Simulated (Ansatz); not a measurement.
Total energies of CCl2GaN (`N#[C][Ga]([Cl])[Cl]`).

```xyz
5

N     2.277   -0.620    0.798
C     1.224   -0.333    0.429
Ga   -0.530    0.144   -0.186
Cl   -1.325    2.035    0.289
Cl   -1.646   -1.227   -1.329
```

The species carries charge 0 and has multiplicity 1. Correlated methods include outer-core shells of Ga, which these sets cover unevenly. Scalar relativity is left out up to krypton. The structure was optimised at the PBE0-D4/def2-TZVP level. Basis def2-TZVPP, Ansatz.

RPA on PBE orbitals: Hartree–Fock energy of these orbitals -2934.67888 Eh, correlation -1.42281 Eh (frozen core).

```json
{"functional": "LDA (SPW92)", "energy without D4 (Eh)": "-2931.48960", "D4 term (kJ/mol)": "–"}
{"functional": "PBE", "energy without D4 (Eh)": "-2937.49896", "D4 term (kJ/mol)": "-15.9"}
{"functional": "revPBE", "energy without D4 (Eh)": "-2937.93979", "D4 term (kJ/mol)": "-37.1"}
{"functional": "r2SCAN", "energy without D4 (Eh)": "-2938.15482", "D4 term (kJ/mol)": "-3.7"}
{"functional": "B97M-V", "energy without D4 (Eh)": "-2937.66176", "D4 term (kJ/mol)": "–"}
{"functional": "PBE0", "energy without D4 (Eh)": "-2937.61036", "D4 term (kJ/mol)": "-13.7"}
{"functional": "B3LYP", "energy without D4 (Eh)": "-2938.35237", "D4 term (kJ/mol)": "-26.0"}
{"functional": "r2SCANh", "energy without D4 (Eh)": "-2938.13479", "D4 term (kJ/mol)": "-4.1"}
{"functional": "r2SCAN0", "energy without D4 (Eh)": "-2938.10641", "D4 term (kJ/mol)": "-4.6"}
{"functional": "HSE06 (plane-wave form)", "energy without D4 (Eh)": "-2937.59031", "D4 term (kJ/mol)": "-13.1"}
{"functional": "LC-ωPBE", "energy without D4 (Eh)": "-2937.69874", "D4 term (kJ/mol)": "–"}
{"functional": "ωB97X-V", "energy without D4 (Eh)": "-2937.93434", "D4 term (kJ/mol)": "–"}
{"functional": "B2PLYP", "energy without D4 (Eh)": "-2937.59072", "D4 term (kJ/mol)": "–"}
{"functional": "PBE-QIDH", "energy without D4 (Eh)": "-2937.09673", "D4 term (kJ/mol)": "–"}
```

Give the same for BLYP, BHLYP, CAM-B3LYP, ωB97M-V. (Best estimate.)

The calculation gave: 
| functional | energy without D4 (Eh) | D4 term (kJ/mol) |
| --- | --- | --- |
| BLYP | -2938.32279 | -33.3 |
| BHLYP | -2938.19962 | -23.9 |
| CAM-B3LYP | -2938.37916 | -14.4 |
| ωB97M-V | -2938.11235 | – |

B3LYP takes the VWN-RPA correlation (the form of Gaussian; ORCA's B3LYP/G). HSE06 is the plane-wave form, built on full-range PBE exchange. The double hybrids freeze the cores in their second-order part.

LC-ωPBE has ω = 0.4 bohr⁻¹.
